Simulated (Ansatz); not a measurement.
Input file for Ansatz (an electronic-structure program): R-B3LYP-D3(BJ)/def2-TZVP on F2Si (SMILES F[Si]F).

Ansatz 0.2 input:
```yaml
crystal:
  periodic: [false, false, false]
  atoms:
    - {symbol: Si, position_ang: [0.01273690, 0.01276237, 0.73637586]}
    - {symbol: F, position_ang: [0.94158224, -0.66014012, -0.41574940]}
    - {symbol: F, position_ang: [-0.97909569, 0.68290646, -0.37336620]}
basis:
  gaussian:
    orbitals: def2-TZVP
hamiltonian:
  xc: b3lyp
  dispersion: d3bj
relax: {f_tol: 0.003, max_steps: 120}
```

Q: Give the final energy of this run.

A: -489.3991 hartree.

Q: How many basis functions does it have, and what does it roughly cost on one machine?

A: 99 functions; about 7 core-seconds (a rough figure).
